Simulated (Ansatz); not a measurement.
Ansatz (a first-principles code) input:

Ansatz 0.2 input:
```yaml
crystal:
  periodic: [false, false, false]
  atoms:
    - {symbol: Si, position_ang: [-0.08580884, 0.23396925, -1.32403467]}
    - {symbol: N, position_ang: [-1.14405720, 0.91795338, -0.15467299]}
    - {symbol: Si, position_ang: [-2.05598310, 0.08121675, 1.05869811]}
    - {symbol: O, position_ang: [1.39962150, -0.12860299, -0.71569562]}
    - {symbol: Si, position_ang: [2.16778978, -0.76934918, 0.58648782]}
    - {symbol: H, position_ang: [-0.68443685, -1.02164351, -1.81851511]}
    - {symbol: H, position_ang: [0.12574184, 1.21991279, -2.40115838]}
    - {symbol: H, position_ang: [-1.13811888, 1.92736753, -0.09620974]}
    - {symbol: H, position_ang: [-3.51557363, 0.29497365, 0.90721824]}
    - {symbol: H, position_ang: [-1.74953721, -1.35763209, 0.89734901]}
    - {symbol: H, position_ang: [-1.67543455, 0.51953140, 2.42293160]}
    - {symbol: H, position_ang: [1.50286862, -0.31293914, 1.84180587]}
    - {symbol: H, position_ang: [3.58194959, -0.30813616, 0.55873681]}
basis:
  gaussian:
    orbitals: def2-TZVPD
hamiltonian:
  xc: {name: SVWN5}
magnetization: {spin_polarized: true, initial_magnetization: 1}
output: {forces: true}
```

Q: Which total energy does the run end on?

A: -998.92424 Eh (SVWN5/def2-TZVPD). The basis has 278 functions.

It need not be the lowest isomer of its formula.
